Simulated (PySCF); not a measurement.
# Energy and ionisation energy along a bond of BGeH4 cation

All numbers below are calculated, not measured. The program is PySCF 2.14.0, an open-source quantum chemistry code, run on an isolated molecule that a program drew, which may never have been made. The molecule is BGeH4 cation (charge +1, singlet), drawn as the SMILES string `[BH2][GeH2+]`.

The structure below is the HF double-zeta minimum with every atom moved a little at random, so it isn't optimised. Bond B1-H4 is then set to each length in the table by shifting atom 4 along it, with nothing else relaxed.
```xyz
6
BGeH4 cation, angstrom
B     1.5665    1.0844   -0.1595
Ge    1.7043    0.9343   -2.1766
H     1.6931    0.0589    0.4813
H     1.4160    2.1316    0.3280
H     2.9834    1.0707   -2.9979
H     0.4811    0.6513   -3.1358
```

E is the energy above the same method's energy at the HF double-zeta minimum. IE is the energy to remove one electron at fixed geometry, to the doublet state of charge +2, as a difference of total energies. The basis family is cc-pVnZ, with UHF for radicals and no spin-orbit coupling. Best is HF at quadruple zeta, plus MP2 correlation extrapolated from triple and quadruple zeta, plus CCSD(T) minus MP2 at triple zeta, with a frozen core. The other columns are at triple zeta. Germanium has the cc-pVnZ-PP basis, with a core potential (ECP10MDF) in place of its 10 inner electrons, and its 3s, 3p and 3d shells are frozen in MP2 and coupled-cluster steps.

```
bond (Å)  E PBE (kcal/mol)  E wB97X (kcal/mol)  E CCSD(T) (kcal/mol)  E best (kcal/mol)  IE PBE (eV)  IE wB97X (eV)  IE CCSD(T) (eV)  IE best (eV)     T1
  1.0409              8.55                8.76                  8.76               8.57       17.527         17.782           17.841        17.932  0.012
  1.0639                 ?                   ?                     ?                  ?            ?              ?                ?             ?      ?
  1.1649              0.37                1.15                  1.20               1.14       17.467         17.728           17.791        17.880  0.012
  1.2079              0.15                1.17                  1.22               1.20       17.439         17.702           17.766        17.855  0.012
  1.2179              0.25                1.32                  1.37               1.36       17.431         17.696           17.760        17.849  0.012
```

T1 is the CCSD diagnostic of the starting molecule.

**Estimate the best E and IE at 1.0639 Å from the other rows.**

A cubic in the inverse of the bond length through the other values of E best gives 6.13 kcal/mol there. A least-squares quadratic in the bond length through IE best gives 17.925 eV. The calculation gives 6.12 kcal/mol and 17.924 eV, so the fits miss by 0.01 kcal/mol and 0.001 eV. The same recipe one zeta lower moves these two values by 0.01 kcal/mol and 0.03 eV, a gauge of their own error. The rest of the row: E is 5.97 (PBE), 6.27 (wB97X), 6.28 (CCSD(T)); IE is 17.518 (PBE), 17.774 (wB97X), 17.833 (CCSD(T)); T1 is 0.012.
